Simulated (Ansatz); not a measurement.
A structure relaxed at PBE-D4/def2-TZVP in Ansatz, charge 0, doublet:

| atom | x (Å) | y (Å) | z (Å) |
| --- | --- | --- | --- |
| Cr1 | 0.000 | 0.000 | 0.000 |
| F2 | -0.703 | 0.115 | -1.577 |
| F3 | -0.033 | 1.364 | 1.064 |
| F4 | 0.736 | -1.479 | 0.513 |

Q: Give its formula and point group.

A: CrF3. Point group D3h (tolerance 0.1 Å).

Q: Summarise the bond lengths by kind (pairs closer than 1.2 times the sum of covalent radii, bridged metal pairs left out).

A: 3 × Cr–F 1.73 Å. The metal has 3 neighbours: F 1.73 Å, F 1.73 Å, F 1.73 Å.

The charge 0 doublet is spin-contaminated (final ⟨S²⟩ up to 1.75, 0.75 for a pure state). The relaxation made no stability test and no search for a lower SCF solution. At PBE-D4/def2-TZVP a quartet of charge 0 lies 0.76 eV below the doublet, each at its own geometry. The structure comes from a short search, and lower isomers may exist.
